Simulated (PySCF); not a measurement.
## Structure elucidation problem

The spectra below were simulated for a compound C₆H₈N₂O₂Si.

¹H NMR (400 MHz, computed): δ 8.38 (d, 1H), 7.89 (d, 1H), 4.82 (s, 3H), 4.44 (s, 3H).

¹³C{¹H} NMR (computed): δ 172.4 (C), 169.5 (C), 154.2 (C), 136.6 (CH), 130.7 (CH), 53.0 (CH3).

How the numbers were obtained: σ from GIAO-PBE0/pcSseg-1, geometry from GFN2-xTB, in PySCF 2.14 (gas phase, single conformer, relativity neglected, one averaged value for each set of equivalent atoms).

Shifts are taken against calculated references (same method and geometry level): ¹H and ¹³C against TMS.

Question: What is the structure?

Answer: 
Rings plus π bonds: 5 (1 ring in the answer). 6 carbon signals for 6 carbons: no two carbons are equivalent. Carbon types of the structure: 3 × C, 2 × CH, 1 × CH3, leaving 3 H on heteroatoms. δC 172.4: ester carbonyl carbon; it is a carbonyl in resonance with an O or N lone pair, the region of acids, esters and amides. δC 169.5, 154.2: substituted aromatic carbon next to a ring nitrogen. δC 136.6, 130.7: aromatic CH; the aromatic region. δC 53.0: methyl carbon bonded to O; pulled downfield by the heteroatom. δH 8.38, 7.89: hydrogen on an aromatic CH. δH 4.82: hydrogen on a silicon bonded to C. δH 4.44: hydrogen on a methyl carbon bonded to O; its carbon carries O, which withdraws density.

Structure: SMILES COC(=O)c1ccc([SiH3])nn1.

The data come from this structure; uniqueness wasn't tested.

Shifts are as computed. Against solution values, carbons near 30 ppm lie about +3 ppm off and those near 130 ppm about +5 ppm. Of 1211 compounds with measured shifts, 218 miss one by over three times the rms of a fit or turn the order of signals round; such compounds aren't used in these exercises. Multiplicities follow the n + 1 count of equivalent neighbours, as no J values were calculated; m marks all less simple cases, F and P coupling included.
